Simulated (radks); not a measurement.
Species: Nd XLIX. Configuration: [Ne] 3s2 (the NIST ground configuration).

Method: scalar-relativistic Kohn-Sham, PBE, spin-unpolarised, spherical densities, point nucleus; computed with a radial shooting solver on a logarithmic mesh with Libxc functionals.

Energy parts (hartree):
part                       energy
total                  -7301.4921
kinetic                 7892.3168
electron-nucleus      -15814.3480
Hartree                  732.4865
exchange-correlation    -111.9473

Orbitals (lengths in bohr, moments of r in powers of bohr; <r^-3> diverges for s and p1/2; r(max) is where P^2 peaks):
| orbital | occ. | eigenvalue (hartree) | r(max) | <r^-3> |
|---|---|---|---|---|
| 1s | 2 | -1720.523 | 0.01509 | - |
| 2s | 2 | -376.3024 | 0.08480 | - |
| 2p | 6 | -350.2599 | 0.06821 | 9331 |
| 3s | 2 | -153.2548 | 0.2267 | - |
| 3p | 0 | -145.3397 | 0.2184 | 2509 |
| 4s | 0 | -82.39938 | 0.4455 | - |

The highest occupied level is 3s at -4170.3 eV. The density falls to 0.001 e/bohr^3 at r = 0.64 bohr. For comparison, the ionisation energy in NIST's Atomic Spectra Database is 4198 eV (theoretical). In exact Kohn-Sham theory the highest level is minus the ionisation energy, but local and semilocal functionals leave it too shallow, through self-interaction and a potential that decays too fast; potentials with the right tail come closer.
